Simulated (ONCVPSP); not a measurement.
## What one change does to a pseudopotential (potassium (K), ONCV)

ONCVPSP 4.0.1 input, shortened (lines: element, Z, core and valence counts, functional; n l f; lmax; l rc ep ncon nbas qcut; lloc lpopt rc5 dvloc0; l nproj debl; icmod fcfact rcfact), revPBE, scalar-relativistic:

```
  K 19.00    3    3  -102130      upf
    1    0    2.00
    2    0    2.00
    2    1    6.00
    3    0    2.00
    3    1    6.00
    3    2    1.00
    2
    0    1.50    0.00    4    9    7.90
    1    1.55    0.00    5    9    7.60
    2    4.00    0.00    3    6    2.00
    4    1    1.30    0.00
    0    1    3.70
    1    1    1.50
    2    2    1.30
    3    3.00    1.45
```

Change: s: rc 1.8.

Cutoffs: the cutoffs (Ha) at which the residual kinetic energy of the hardest occupied pseudo-wave falls to 1 and 0.1 mHa per electron; they do not see the model core or the augmentation charge, which bear on the density cutoff. Errors are all-electron minus pseudo energies relative to the spin-unpolarised reference configuration.

Task: Predict the effect on cutoff, ghosts and configuration errors.

Result: The potential gets softer (21 Ha and 25 Ha → 18 Ha and 24 Ha); of the 4 tests that both files solve, the error grows in 2 and shrinks in 0 by more than 15 % and 0.3 meV (median size 5.3 → 13.9 meV); neither file shows a bound ghost. A larger radius leaves more room for a smooth pseudo-wave, so fewer plane waves are needed.

```tsv
quantity	base	changed
cutoff, loose	21 Ha	18 Ha
cutoff, tight	25 Ha	24 Ha
loose cutoff by channel	s 21 Ha, p 12 Ha, d 4.6 Ha	s 18 Ha, p 12 Ha, d 4.6 Ha
bound ghosts	none	none
GHOST(+) flags under 300 eV	d at 171.0 eV	d at 171.0 eV
error for 3s2 3p6 3d0 4s1, meV [ΔE -2.40 eV]	-1.8	+13
error for 3s2 3p6 3d0, meV [ΔE 1.86 eV]	+15	+15
error for 3s2 3p6 3d0 4s0.5, meV [ΔE -0.79 eV]	+5.8	+16
error for 3s2 3p6 3d0 4p1, meV [ΔE -0.91 eV]	+4.9	+4.9
p: phases at 1.58 bohr within 0.05 rad from the reference energy up to (Ha; the scan ends near 5)	2.7	2.7
d: phases at 4.06 bohr within 0.05 rad from the reference energy up to (Ha; the scan ends near 5)	0.0	0.0
rms error of d²Exc/dni dnj with the model core, mHa	1.05	1.26
```
